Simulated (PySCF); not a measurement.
## YbF3(NH3) at several levels of theory

Computed with PySCF 2.14.0 (density fitting, no spin-orbit coupling) at the geometry relaxed with PBE0:

```xyz
8
YbF3(NH3) (singlet in the valence; each metal's 4f electrons, 13 of them, lie in its core potential, out of spins and levels)
Yb    0.0905   -0.0905    0.0905
F     1.0493    1.3644    1.0493
F    -1.3644   -1.0493    1.0493
F     1.0493   -1.0493   -1.3644
N    -1.3150    1.3150   -1.3150
H    -1.9247    1.9247   -0.7661
H    -0.7661    1.9247   -1.9247
H    -1.9247    0.7661   -1.9247
```

| level | basis | state | HOMO (eV) | gap (eV) | charge on Yb1 (e) | population of f-type functions on Yb1 (polarisation alone where 4f lies in the core) | dipole about the centre of mass (D) | largest force component (eV/Å) |
| --- | --- | --- | --- | --- | --- | --- | --- | --- |
| PBE0 | Yb lcecp-1-SVP with ECP59, F def2-SVP, N def2-SVP, H def2-SVP | singlet | -9.62 | 8.86 | 1.14 | 0.07 | 5.97 | 0.00 |
| CAM-B3LYP | the same | singlet | -11.13 | 11.04 | 1.08 | 0.07 | 5.98 | 0.05 |
| B3LYP | the same | singlet | -9.29 | 8.17 | 1.06 | 0.07 | 5.94 | 0.14 |
| BLYP | the same | singlet | -7.53 | 5.98 | 0.87 | 0.07 | 5.86 | 0.30 |
| PBE0 | Yb lcecp-1-TZVP with ECP59, F def2-TZVP, N def2-TZVP, H def2-TZVP | singlet | -9.79 | 8.80 | 1.61 | 0.09 | 5.95 | 0.22 |

In the lcecp rows the 4f levels are missing from HOMO and gap, and the state counts the valence alone.

Charges are Mulliken's, which hang on the basis. The relaxation used the grid (50, 194), these runs (75, 302) or, all-electron (x2c bases, spin-free X2C Hamiltonian), (99, 590).

**Question.** What does TPSSh with Yb lcecp-1-SVP with ECP59, F def2-SVP, N def2-SVP, H def2-SVP give here?

**Answer.** state singlet, HOMO (eV) -8.51, gap (eV) 7.52, charge on Yb1 (e) 1.09, population of f-type functions on Yb1 (polarisation alone where 4f lies in the core) 0.07, dipole about the centre of mass (D) 5.90, largest force component (eV/Å) 0.11. Time: 8.8 s on 2 threads of Arm Neoverse V1 (shared host), from an already converged density.

In the first row's basis the gap widens with exact exchange: 6.0 eV for BLYP (none); 7.5 to 8.9 eV for TPSSh, B3LYP, PBE0 (a fixed share); 11.0 eV for CAM-B3LYP (rising or full at long range).

An lcecp potential fixes the number of 4f electrons, so in runs with it no electron can move into or out of that shell.
